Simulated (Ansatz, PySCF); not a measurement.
Gas-phase reaction (SMILES): [F][GeH]([F])[F] + F (HF) → [F][Ge]([F])([F])[F] [tetrafluorogermane] + [H][H] (H2); hydrogen fluoride cleaves one Ge-H bond, a model of a ligand-exchange step.

Geometries: B3LYP-D3(BJ)/def2-TZVP minima from Ansatz (a program for electronic structure). Correlated levels leave the core frozen unless marked. Spin-orbit coupling is left out. Frozen are the shells of the preceding noble gas and the d and f shells that filled before the atom's block. Non-relativistic. Basis-set limits of correlation are two-point, X^-3; Hartree-Fock from the larger set (for Q and 5 zeta extrapolated as (X+1)exp(-9√X)). Thermal terms are rigid-rotor harmonic-oscillator values from B3LYP-D3(BJ) frequencies (Ansatz or PySCF) at 298.15 K and 1 atm. 1 Eh = 627.5095 kcal/mol.

```json
[
 {"species": "[F][GeH]([F])[F]", "E, CCSD(T)/CBS(cc-pVQZ,cc-pV5Z) (Ansatz) (Eh)": "-2375.63177", "E, wB97X-V/def2-TZVPD (Ansatz) (Eh)": "-2377.09994", "H - E (Eh)": "0.02081"},
 {"species": "F (HF)", "E, CCSD(T)/CBS(cc-pVQZ,cc-pV5Z) (Ansatz) (Eh)": "-100.39528", "E, wB97X-V/def2-TZVPD (Ansatz) (Eh)": "-100.45520", "H - E (Eh)": "0.01259"},
 {"species": "[F][Ge]([F])([F])[F]", "E, CCSD(T)/CBS(cc-pVQZ,cc-pV5Z) (Ansatz) (Eh)": "-2474.86722", "E, wB97X-V/def2-TZVPD (Ansatz) (Eh)": "-2476.39265", "H - E (Eh)": "0.01633"},
 {"species": "[H][H] (H2)", "E, CCSD(T)/CBS(cc-pVQZ,cc-pV5Z) (Ansatz) (Eh)": "-1.17453", "E, wB97X-V/def2-TZVPD (Ansatz) (Eh)": "-1.17238", "H - E (Eh)": "0.01336"}
]
```

Problem. Work out ΔE and ΔH at 298.15 K at the first level, then ΔH at the second.

Solution. 
1. ΔE = [(-2474.86722) + (-1.17453)] - [(-2375.63177) + (-100.39528)] = -0.01470 Eh = -9.2 kcal/mol at CCSD(T)/CBS(cc-pVQZ,cc-pV5Z).
2. The terms H - E add up to -0.00371 Eh, so ΔH = (-0.01470 + (-0.00371))×627.5095 = -11.6 kcal/mol.
3. At wB97X-V/def2-TZVPD the same steps give ΔE = -6.2 and ΔH = -8.5 kcal/mol, a shift of +3.1 from the first level.
4. These values are not checked against measurement here, since the tables used lack a sound gas-phase enthalpy of formation for at least one species.
